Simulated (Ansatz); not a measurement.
C2H6F2Si2, SMILES `F[Si@H]1C[Si@H](F)C1`, relaxed with RKS PBE-D4/def2-SVP in Ansatz from a rough embedded geometry. The force threshold is 0.03 eV/Å; the program also tests the step.

Total charge 0; spin multiplicity 1.

Start:

```xyz
12

F    -1.696   -0.173   -1.950
Si   -0.262   -0.128   -1.257
C    -0.234    1.283   -0.049
Si    0.647    0.136    1.182
F     2.196    0.072    0.905
C    -0.192   -1.328    0.191
H     0.904   -0.175   -2.169
H    -1.193    1.655    0.323
H     0.365    2.213   -0.354
H     0.249    0.232    2.556
H    -1.202   -1.596    0.566
H     0.417   -2.191    0.056
```

```json
{"step": "1", "energy (eV)": "-23336.8995", "largest force (eV/Å)": "2.795", "largest move (Å)": "0.000"}
{"step": "2", "energy (eV)": "-23337.3338", "largest force (eV/Å)": "1.084", "largest move (Å)": "0.127"}
{"step": "3", "energy (eV)": "-23337.4367", "largest force (eV/Å)": "0.423", "largest move (Å)": "0.114"}
{"step": "4", "energy (eV)": "-23337.4450", "largest force (eV/Å)": "0.420", "largest move (Å)": "0.048"}
{"step": "5", "energy (eV)": "-23337.4537", "largest force (eV/Å)": "0.108", "largest move (Å)": "0.059"}
{"step": "6", "energy (eV)": "-23337.4555", "largest force (eV/Å)": "0.025", "largest move (Å)": "0.024"}
```

End:

```xyz
12

F    -1.831   -0.185   -1.950
Si   -0.343   -0.112   -1.254
C    -0.124    1.356   -0.067
Si    0.558    0.108    1.192
F     2.204    0.120    1.178
C    -0.102   -1.349    0.169
H     0.668   -0.200   -2.359
H    -1.116    1.742    0.256
H     0.506    2.215   -0.367
H     0.131    0.230    2.625
H    -1.089   -1.685    0.556
H     0.538   -2.240    0.021
```

Hardware: 2 threads of an AMD EPYC 7R13 on a shared host. Wall time 15 s, peak host memory 0.23 GiB.
